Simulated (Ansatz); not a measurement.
This geometry of C$_{2}$H$_{6}$LiN (10 atoms, charge 0, multiplicity 1) is a first-order saddle point.

Method: RKS PBE-D4/def2-SVP in Ansatz.

```xyz
10
Properties=species:S:1:pos:R:3
Li -0.147 -1.912 -0.700
C -0.009 -0.968 0.955
N 0.527 -0.184 -0.235
C -0.361 0.901 -0.688
H 0.883 -1.377 1.487
H -0.517 -0.288 1.677
H 1.463 0.210 -0.070
H 0.138 1.892 -0.649
H -1.261 0.958 -0.040
H -0.716 0.767 -1.737
```

(1) Which two structures does it join? (They come from a converged band through this point; their orientation in space is the band's.)

(2) How far does it lie above each of them?

Results:

(1) No bond is made or broken. The dihedral C2–N3–C4–H8 goes from 60 to -177°. The two ends are copies of one structure, up to a mirror image or an exchange of like atoms.

First end point:

```xyz
10
Properties=species:S:1:pos:R:3
Li -0.709 -1.892 -0.018
C 0.191 -0.660 1.148
N 0.393 -0.357 -0.319
C -0.426 0.756 -0.782
H 1.134 -1.130 1.511
H 0.056 0.279 1.734
H 1.374 -0.165 -0.573
H -0.212 1.715 -0.247
H -1.500 0.532 -0.581
H -0.302 0.923 -1.872
```

Last end point:

```xyz
10
Properties=species:S:1:pos:R:3
Li 0.062 -1.730 -1.040
C -0.100 -1.094 0.764
N 0.587 -0.116 -0.160
C -0.285 0.978 -0.573
H 0.696 -1.563 1.387
H -0.786 -0.564 1.466
H 1.453 0.289 0.229
H 0.225 1.652 -1.293
H -0.660 1.590 0.285
H -1.193 0.558 -1.066
```

(2) 17.9 kJ/mol above the first and 17.9 kJ/mol above the second. This is the barrier of this one path; another mechanism may lie lower.

Run time: 87 s on 1 thread of Intel(R) Xeon(R) Platinum 8488C (Sapphire Rapids), with other jobs on the host, peak memory 0.13 GiB.
